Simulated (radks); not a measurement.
Ionisation of the zirconium ion Zr+, [Kr] 4d2 5s1, to [Kr] 4d2 as the strength of local exchange is varied. Calculated with a radial shooting solver on a logarithmic mesh with Libxc functionals: Dirac Kohn-Sham, Slater X-alpha exchange (alpha = 2/3 is LDA exchange), no correlation, spin-unpolarised, spherical densities, finite nucleus; open shells fill j = l - 1/2 first; Fermi nuclear charge, rms radius 4.2694 fm.

alpha  E(Zr+) (hartree)  exchange (hartree)  IE (eV)  -e of the level emptied (eV)  <r> of it (bohr)
0.565       -3574.92675           -89.65670   11.705                 8.702 (5s1/2)             3.534
0.667       -3591.14752          -106.29963   12.284                 9.265 (5s1/2)             3.456
0.824       -3616.25127          -132.18847   13.203                10.173 (5s1/2)             3.340
0.832       -3617.53487          -133.51646   13.250                10.220 (5s1/2)             3.335
0.848       -3620.10335          -136.17498   13.346                10.316 (5s1/2)             3.323
0.943       -3635.38902          -152.03018   13.921                10.892 (5s1/2)             3.257
0.996       -3643.94306          -160.92790   14.247                11.220 (5s1/2)             3.221

NIST Atomic Spectra Database: 13.130 eV (measured). The Delta-SCF value meets it near alpha = 0.81. Spin polarisation and multiplet splitting are left out, so open shells lie too high by an amount that depends on their filling.

Beside tabulated values, note that spin-unpolarised runs miss the spin-polarisation part of the exchange energy of open shells.
